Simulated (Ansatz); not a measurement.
Total energies of Li₇ from Ansatz at PBE/def2-TZVPD, gas phase (1 Eh = 27.2114 eV = 2625.5 kJ/mol). The reference geometry is relaxed at PBE/def2-TZVP.

```xyz
7

Li    2.3464    1.0144   -0.3708
Li    1.7416   -1.6269    0.9981
Li   -2.5270    0.3757   -0.3853
Li   -0.2939    2.2548   -1.2264
Li    0.0933   -0.6750   -1.2648
Li   -1.2676   -2.0205    0.9869
Li   -0.0928    0.6774    1.2624
```

| state | geometry | energy (Eh) |
| --- | --- | --- |
| charge 0 doublet | reference | -52.46547 |
| charge -1 singlet | reference | -52.49674 |
| charge -1 singlet | relaxed at PBE/def2-TZVPD | -52.49998 |
| free Li atom (doublet) | – | -7.46192 |

Q: Work out the vertical electron affinity, to the singlet.

A: E(charge 0 doublet) − E(charge -1 singlet) = -52.46547 − (-52.49674) = 0.03127 Eh = 0.85 eV.

Q: How much does the charge -1 singlet relax, and what is the adiabatic electron affinity?

A: Relaxation: -52.49674 − (-52.49998) = 0.00324 Eh = 0.09 eV. Adiabatic electron affinity: 0.03451 Eh = 0.94 eV, without zero-point energy. Bonds change on the way (1 lost, 0 formed), so the relaxed form is another species. 

Q: What is the binding energy per atom against free atoms?

A: Atoms: 7 × (-7.46192) = -52.23344 Eh. Binding: -52.23344 − (-52.46547) = 0.23203 Eh = 6.31 eV, or 0.90 eV for each of 7 atoms (no zero-point energy, no counterpoise term).

The restricted singlet is unstable towards broken spin symmetry in Hartree–Fock (as tested in another run); at PBE/def2-TZVPD this wasn't settled. At PBE/def2-TZVPD the highest occupied level of the charge -1 singlet lies above zero (up to 0.51 eV). By energy differences its removal costs 0.85 eV (vertical, to the charge 0 doublet, at PBE/def2-TZVPD); a positive level beside a positive removal energy at the same level points to self-interaction error. At PBE/def2-TZVPD the highest occupied level of the relaxed charge -1 singlet lies above zero (up to 0.33 eV). By energy differences its removal costs 0.94 eV (each at its own geometry, to the charge 0 doublet, at PBE/def2-TZVPD); the vertical value is larger still, so the positive level points to self-interaction error. A triplet lies near this restricted singlet, and broken spin symmetry wasn't tried. 

The structure comes from a short search, and lower isomers may exist.
